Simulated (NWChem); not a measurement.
Molecule: 1,1,1,2-tetrafluoroethane (C2H2F4); SMILES FCC(F)(F)F

```xyz
8

F     -0.1347     1.9478     0.0035
C      0.7450     0.9147    -0.0069
C     -0.0034    -0.4008    -0.0002
F     -0.7636    -0.5272     1.0841
F     -0.7875    -0.5245    -1.0676
F      0.8790    -1.4036    -0.0113
H      1.3896     0.9516     0.8858
H      1.3707     0.9534    -0.9129
```
Atoms are numbered in this order, from 1.

Program: NWChem. Pople sets run with spherical d functions. All runs use the structure optimised with PBE0/def2-SVP. COSMO at PBE/6-31G*, default radii, gas-phase geometry; f = (ε − 1)/ε scales the surface charges.

```
row            f  electrostatic solvation energy (kcal/mol)
--------  ------  -----------------------------------------
ε = 7.6   0.8684                                      -2.10
ε = 11.7  0.9145                                   withheld
ε = 20.7  0.9517                                      -2.34
ε = 37.5  0.9733                                      -2.40
ε = 46.7  0.9786                                      -2.41
```

Task: Fit a straight line of the last column on the one before it, predict the withheld value, and compare with the run.

Result: 
1. Means of the 4 shown rows: x = 0.94300, y = -2.312. Slope Σ(x − x̄)(y − ȳ)/Σ(x − x̄)² = -0.02221/0.007826 = -2.838; intercept 0.364.
2. The shown rows scatter about the line by 0.002 (root mean square); the largest residual is 0.00, at ε = 46.7.
3. At x = 0.9145 (ε = 11.7; inside the shown range) the line gives -2.23.
4. The run gives -2.23, 0.00 from the line.
